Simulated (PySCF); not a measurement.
Molecule: `CCc1cccnc1`, C7H9N.

Bonds (- single, = double, # triple, : aromatic): C1-C2, C2-C3, C3:C4, C4:C5, C5:C6, C6:N7, N7:C8, C8:C3. C1 carries H9, H10, H11; C2 carries H12, H13; C4 carries H14; C5 carries H15; C6 carries H16; C8 carries H17.

Geometry PBE0-D3(BJ)/def2-SVP throughout; GIAO in PySCF 2.14, gas phase, one conformer, non-relativistic; equivalent atoms averaged; functional PBE0.

For orientation, pcSseg-1 gives these absolute shieldings σ: C8 28.4, C6 31.1, C4 43.8, C5 56.3, C1 163.3, H17 22.62, H15 24.09, H14 23.76, H12/H13 28.82 ppm.

A run gave: C8 30.8, C6 33.8, C4 46.3, C5 59.1, C1 165.9, H17 22.72, H15 24.19, H14 23.90, H12/H13 28.89 ppm (absolute shieldings σ).

Question: Which basis set was used in that run?
A. def2-TZVP
B. def2-SVP
C. pcSseg-0
D. 6-31G*

Answer: A. C1 tells them apart best: def2-TZVP gives 165.9, 6-31G* gives 174.3, def2-SVP gives 174.1, pcSseg-0 gives 171.4 ppm.
